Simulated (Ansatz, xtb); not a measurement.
Two isomers of C2H10NSi+

Structure X is `C[SiH](C)[NH3+]`, a singlet and structure Y is `CC[SiH2][NH3+]`, a singlet. Both are isolated ions in the gas phase, relaxed with PBE0-D3(BJ)/def2-SVP; the shapes shown needn't be the lowest conformers.

X (Å):

```yaml
atoms:
  - { symbol: C, position_ang: [-1.2548, 0.6421, 0.7932] }
  - { symbol: C, position_ang: [1.6697, -0.3142, 1.5012] }
  - { symbol: N, position_ang: [1.1067, 1.4483, -0.8327] }
  - { symbol: Si, position_ang: [0.3781, -0.0040, 0.2154] }
  - { symbol: H, position_ang: [-1.1462, 1.5111, 1.4607] }
  - { symbol: H, position_ang: [-1.9239, 0.9068, -0.0399] }
  - { symbol: H, position_ang: [-1.7592, -0.1499, 1.3717] }
  - { symbol: H, position_ang: [0.2979, -1.0365, -0.8475] }
  - { symbol: H, position_ang: [1.8025, 0.5472, 2.1743] }
  - { symbol: H, position_ang: [2.6433, -0.5869, 1.0658] }
  - { symbol: H, position_ang: [1.3460, -1.1651, 2.1237] }
  - { symbol: H, position_ang: [0.4917, 1.7052, -1.6142] }
  - { symbol: H, position_ang: [1.2503, 2.3010, -0.2785] }
  - { symbol: H, position_ang: [2.0167, 1.2076, -1.2438] }
```

Y (Å):

| atom | x (Å) | y (Å) | z (Å) |
| --- | --- | --- | --- |
| C | 0.7391 | -0.1307 | -1.5109 |
| C | 0.2900 | 0.4750 | -0.1800 |
| N | 2.8872 | 1.9427 | 0.1917 |
| Si | 1.6419 | 0.7580 | 1.0567 |
| H | 1.3903 | 0.5475 | -2.0862 |
| H | 1.2759 | -1.0814 | -1.3721 |
| H | -0.1304 | -0.3394 | -2.1500 |
| H | -0.4271 | -0.1968 | 0.3278 |
| H | -0.2636 | 1.4197 | -0.3239 |
| H | 1.3026 | 1.5508 | 2.2624 |
| H | 2.5338 | -0.3940 | 1.3332 |
| H | 3.2472 | 1.5450 | -0.6848 |
| H | 3.7044 | 2.1442 | 0.7812 |
| H | 2.4652 | 2.8487 | -0.0466 |

**Question.** Estimate E(Y) − E(X) at the level CCSD(T)/def2-SVP + ΔMP2/def2-TZVPP.

**Answer.** Calculated at CCSD(T)/def2-SVP + ΔMP2/def2-TZVPP: E(Y) − E(X) = +16.3 kcal/mol, so structure X lies lower.

Level by level:

```
                             level              geometry  E(Y) − E(X) (kcal/mol)  departure from the last row (kcal/mol)  job, with rough time for the two
                          GFN2-xTB              GFN2-xTB                      +0.8                                   −15.5               optimisation, 0.1 s
                         HF/STO-3G              GFN2-xTB                     +14.1                                    −2.2              single point, 0.24 s
                r2SCAN-D4/def2-SVP              GFN2-xTB                     +16.4                                    +0.1               single point, 3.7 s
              PBE0-D3(BJ)/def2-SVP  PBE0-D3(BJ)/def2-SVP                     +15.7                                    −0.6                optimisation, 24 s
                       HF/def2-SVP  PBE0-D3(BJ)/def2-SVP                     +14.4                                    −1.9           part of the CCSD(T) run
                      MP2/def2-SVP  PBE0-D3(BJ)/def2-SVP                     +14.4                                    −1.9           part of the CCSD(T) run
                  CCSD(T)/def2-SVP  PBE0-D3(BJ)/def2-SVP                     +13.5                                    −2.8                      single point
CCSD(T)/def2-SVP + ΔMP2/def2-TZVPP  PBE0-D3(BJ)/def2-SVP                     +16.3                                                        single point, 30 s
```

As drawn, Y has 1 C–C, 1 Si–H in place of 1 C–Si, 1 C–H.

The levels shown agree on the order. The largest departure from CCSD(T)/def2-SVP + ΔMP2/def2-TZVPP is that of GFN2-xTB, 15.5 kcal/mol. The last row adds to CCSD(T) the change of the MP2 difference between the two basis sets, here +2.8 kcal/mol.

With harmonic frequencies from PBE0-D3(BJ)/def2-SVP (ideal gas, rigid rotor, one conformer each, 298.15 K, 1 atm): the zero-point term adds +0.2 kcal/mol; ΔH is +16.2 and ΔG +16.5 kcal/mol.

The correlated steps freeze 8 core orbitals. Mirror images aren't counted in ΔG. Codes used: Ansatz 0.2.0, xtb 6.7.1; the last row on 2 threads of Arm Neoverse V2 on a shared host.
